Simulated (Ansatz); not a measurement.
ClGa, charge +1, doublet, at a GFN2-xTB geometry (such geometries of metal compounds can be far from the true shape) (a state made from the parent by changing its charge; the spin is typed, not shown lowest); HF/6-31G* run with Ansatz (an electronic-structure program).

Ansatz was given this input:
Ansatz 0.2 input:
```yaml
crystal:
  periodic: [false, false, false]
  atoms:
    - {symbol: Ga, position_ang: [-0.00000000, -0.00000000, -0.77079887]}
    - {symbol: Cl, position_ang: [0.00000000, 0.00000000, 1.40557440]}
basis:
  gaussian:
    orbitals: 6-31G*
hamiltonian:
  xc: hf
total_charge: 1
magnetization: {spin_polarized: true, initial_magnetization: 1}
accuracy: high
```

### Question
Write the output that Ansatz gives for this input, abridged.

### Answer

```
Functional definition: HF
881 factors; integrals over basis functions are off by at most 4.3e-9 eV
mean field evaluation 1: about -64819.0987 eV, gradient 2.1e1 eV
mean field evaluation 2: about -64819.1401 eV, gradient 2.1e1 eV
mean field evaluation 4: about -64822.7678 eV, gradient 2.4e0 eV
mean field evaluation 8: about -64822.8684 eV, gradient 8.9e-2 eV
mean field evaluation 16: about -64822.8687 eV, gradient 2.1e-8 eV
mean field -64822.86871751 eV, -2382.1964868498 hartree, gradient 2.1e-8 eV, S^2 0.774849; 0 other end points of the search recorded, 0 dependent functions left out
reference -64822.86871751 eV, -2382.1964868498 hartree; 24, 23 occupied and 30, 31 virtual orbitals, 881 factors
Total energy: -64822.86871751 eV, -2382.1964868498 hartree
```
